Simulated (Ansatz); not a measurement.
Abridged output of a molecular run in Ansatz:

```
Functional definition: HF
  name "HF"
  cite "Fock, Z. Phys. 61, 126 (1930) doi:10.1007/BF01340294"
  parent pbe
  exchange = exact_x
  correlation = 0
1563 factors; integrals over basis functions are off by at most 1.0e-3 eV
mean field evaluation 1: about -46299.7689 eV, gradient 3.0e1 eV
mean field evaluation 2: about -46300.0048 eV, gradient 3.1e1 eV
mean field evaluation 4: about -46303.2416 eV, gradient 3.7e0 eV
mean field evaluation 8: about -46303.3331 eV, gradient 3.8e-1 eV
mean field evaluation 16: about -46303.3344 eV, gradient 1.5e-6 eV
mean field -46303.33442106 eV, -1701.6161544467 hartree, gradient 1.5e-6 eV, S^2 0.000000; 0 other end points of the search recorded, 0 dependent functions left out
20 core orbitals not correlated: weight in the atoms' cores, before any rotation towards them, 1.000 or more for the frozen orbitals, at most 0.000 for the correlated occupied ones
reference -46303.33442106 eV, -1701.6161544467 hartree; 20, 20 occupied and 226, 226 virtual orbitals, 1563 factors
second order -28.47737299 eV of doubles, -0.00000000 eV of singles
cycle   1  -29.09028467 eV  change   -6.1e-1 eV  update   1.6e-1
cycle   2  -29.75688413 eV  change   -6.7e-1 eV  update   6.2e-2
cycle   3  -30.01100588 eV  change   -2.5e-1 eV  update   3.1e-2
cycle   4  -29.99512365 eV  change    1.6e-2 eV  update   8.6e-3
cycle   5  -29.98800323 eV  change    7.1e-3 eV  update   3.6e-3
cycle   6  -29.98833102 eV  change   -3.3e-4 eV  update   1.1e-3
cycle   7  -29.98814926 eV  change    1.8e-4 eV  update   5.3e-4
cycle   8  -29.98825051 eV  change   -1.0e-4 eV  update   1.6e-4
cycle   9  -29.98836933 eV  change   -1.2e-4 eV  update   7.3e-5
cycle  10  -29.98835349 eV  change    1.6e-5 eV  update   2.2e-5
perturbative correction -1.50161671 eV, -0.0551833961 hartree
Total energy: -46334.82439126 eV, -1702.7733895066 hartree
```

Its atoms:

Z-matrix (Å, degrees):
```
Hf
S 1 2.427
S 1 2.420 2 109.4
S 1 2.421 2 108.4 3 114.2
Cl 1 2.330 2 110.3 3 -123.3
H 2 1.348 1 89.7 3 -93.9
H 3 1.348 1 90.0 2 13.8
H 4 1.350 1 90.6 2 73.0
```

**Question.** Which basis set was used?
A. def2-TZVPP
B. cc-pV(Q+d)Z
C. def2-QZVPP
D. def2-SVPD

**Answer.** A. It gives 266 functions.

**Question.** Write the keys of the input that set method, charge and spin (a neutral closed shell needs none for the last two).

**Answer.** 
```yaml
correlation: {method: ccsd_t}
```
